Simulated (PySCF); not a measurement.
Input of a run on `Cc1nc[se]c1F`: the job's settings, then the atoms in Å.
```
{"job": {"kind": "uv", "xc": "PBE0", "basis": "def2-SVPD", "solvent": "methanol", "nstates": 6, "ntriplets": 0}, "charge": 0, "multiplicity": 1}
C     -1.543144    -0.560920     0.163158
C     -0.173103    -0.059565    -0.143849
N      0.933613    -0.793808     0.203347
C      2.055153    -0.249149    -0.114067
Se     1.930993     1.414708    -0.980800
C      0.098207     1.123883    -0.769370
F     -0.796811     1.994516    -1.195639
H     -2.308778     0.134005    -0.205200
H     -1.673624    -0.685953     1.249084
H     -1.704884    -1.544926    -0.302618
H      3.032337    -0.694968     0.088926
```

Method: TDDFT PBE0/def2-SVPD, vertical, IEF-PCM methanol (non-equilibrium linear response), core orbitals frozen in the response (PySCF, density fitting); geometry PBE0-D3(BJ)/def2-SVP, gas phase, not relaxed in the solvent; ε = 32.61, cavity from Bondi-type radii × 1.2. The static polarisability takes the continuum's full static response. Spin–orbit coupling is left out although an atom past zinc is present.

Question: Give the output.

Answer: 
```
coarse grid: 48360 points
cycle   1  E = -2709.7898673002  dE =  2.733e-01  |g| = 4.707e-01  |ddm| = 6.146e+00
cycle   2  E = -2709.7348873090  dE =  5.498e-02  |g| = 6.931e-01  |ddm| = 2.435e+00
cycle   3  E = -2709.8332148580  dE = -9.833e-02  |g| = 8.777e-02  |ddm| = 1.751e+00
cycle   4  E = -2709.8346982116  dE = -1.483e-03  |g| = 4.062e-02  |ddm| = 2.643e-01
cycle   5  E = -2709.8350404954  dE = -3.423e-04  |g| = 9.414e-03  |ddm| = 1.008e-01
cycle   6  E = -2709.8350545381  dE = -1.404e-05  |g| = 3.153e-03  |ddm| = 2.183e-02
cycle   7  E = -2709.8350567972  dE = -2.259e-06  |g| = 5.327e-04  |ddm| = 6.174e-03
final grid: 101992 points
cycle   8  E = -2709.8349945308  dE =  8.202e-08  |g| = 8.447e-04  |ddm| = 6.459e-03
cycle   9  E = -2709.8349941578  dE =  3.730e-07  |g| = 1.455e-03  |ddm| = 4.042e-03
cycle  10  E = -2709.8349947248  dE = -5.670e-07  |g| = 9.150e-05  |ddm| = 2.579e-03
cycle  11  E = -2709.8349947267  dE = -1.947e-09  |g| = 1.205e-05  |ddm| = 1.838e-04
cycle  12  E = -2709.8349947267  dE = -2.774e-11  |g| = 3.908e-06  |ddm| = 5.023e-05
converged SCF energy = -2709.8349947267

Static polarisability (au): isotropic 108.686, principal 74.302 111.527 140.231

Singlet excitations
state   eV       nm        f      main configurations
  1   4.9884    248.5   0.00016   H->L+1 0.98
  2   5.0821    244.0   0.07689   H->L 0.93
  3   5.2792    234.9   0.00011   H-2->L 0.98
  4   5.7764    214.6   0.00031   H-1->L+1 0.97
  5   5.8261    212.8   0.04725   H-1->L 0.78, H-2->L+1 0.15
  6   6.3366    195.7   0.00779   H->L+2 0.94
```

The cycles run first on a coarse grid and then on the final one, and are numbered through; the first dE on the final grid is taken against the last density's energy on that grid. Energies include the polarisation term of the continuum.

Question: The same input without solvent ends at -2709.829015 Eh. What does the continuum change?

Answer: The energy falls by 0.005980 Eh, 15.70 kJ/mol; the polarisation term alone is -18.40 kJ/mol. HOMO -6.97 → -6.92 eV, LUMO -1.04 → -1.01 eV, dipole 0.71 → 1.23 D. The SCF took 12 cycles in the solvent and 12 in the gas phase.

Rough CPU time on one thread of a shared machine: about 30 s. This is the whole response run at PBE0/def2-SVPD in methanol, SCF included.
